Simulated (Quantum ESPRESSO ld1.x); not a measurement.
Se3.5+, configuration [Ar] 3d10 4s2 4p0.5 (fractional occupations, a model configuration).

Calculated with ld1.x of Quantum ESPRESSO 7.5: Dirac Kohn-Sham, PBE, spin-unpolarised, spherical densities, point nucleus; open shells are shared between the two j in proportion to 2j + 1.

Energy parts (hartree):
total: -2427.109
kinetic: 2485.451
electron-nucleus: -5811.591
Hartree: 985.731
exchange-correlation: -86.700

Orbitals (lengths in bohr, moments of r in powers of bohr; <r^-3> diverges for s and p1/2; r(90%) holds 90 % of the orbital's charge):
orbital      occ.  eigenvalue (hartree)  <r^-3>       <r^4>  r(90%)  small-component weight
1s1/2           2             -461.0526       -  0.00001763  0.0788                1.52e-02
2s1/2           2              -60.6604       -    0.003542   0.303                2.98e-03
2p1/2           2              -54.5876       -    0.002453   0.276                2.97e-03
2p3/2           4              -53.0524    1178    0.002642   0.281                2.91e-03
3s1/2           2               -9.4519       -      0.2288   0.855                7.07e-04
3p1/2           2               -7.3738       -      0.2684   0.890                6.56e-04
3p3/2           4               -7.1575   167.4      0.2878   0.906                6.38e-04
3d3/2           4               -3.5737   20.57      0.5087    1.03                5.17e-04
3d5/2           6               -3.5405   19.92      0.5220    1.04                5.12e-04
4s1/2           2               -2.0372       -       13.03    2.35                1.23e-04
4p1/2    0.166667               -1.5650       -       21.77    2.68                9.87e-05
4p3/2    0.333333               -1.5418   18.15       22.90    2.72                9.67e-05

The highest occupied level is 4p3/2 at -41.954 eV. Summed over all electrons, <r^2> = 16.17 bohr^2, which gives a Langevin (diamagnetic) susceptibility term of -12.8 x 10^-6 cm^3/mol. The density falls to 0.001 e/bohr^3 at r = 3.12 bohr.

Run on one thread of a shared host, so times are rough (Intel(R) Xeon(R) Processor @ 2.60GHz): 0.81 s of CPU time, 0.87 s wall, 35 iterations on 2017 mesh points.
